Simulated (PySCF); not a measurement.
The Ru–O bond energy of RuO₄

All numbers come from PBE0 in PySCF with Ru def2-SVP with ECP28, O def2-SVP; scalar-relativistic core potentials, no spin–orbit coupling; density-fitted integrals.

Each entry is the lowest minimum that a search over a few typed start shapes (and spin states, where more than one is plausible) found, or that minimum re-optimised at the stated level; isomers with ligand–ligand bonds, or fragments after loss of a ligand pair, can lie lower.

Total energies (Eh), which compare only within these settings: O atom -74.92491.

| species | 2S+1 | group | E (Eh) | ZPE (kJ/mol) |
| --- | --- | --- | --- | --- |
| RuO₃ | 1 | D3h | -320.05836 | 22.4 |
| RuO₄ | 1 | Td | -395.12400 | 35.3 |

Q: What are De and D0 for RuO₄ → RuO₃ + O?

A: De = [(-320.05836) + (-74.92491) − (-395.12400)] × 2625.5 = 369 kJ/mol. The zero-point energy changes by -12.8 kJ/mol, so D0 = 357 kJ/mol.

Atoms and open shells are unrestricted, without spin–orbit or basis-set superposition corrections.

One determinant describes each species, so states of open d or f shells may be missed.
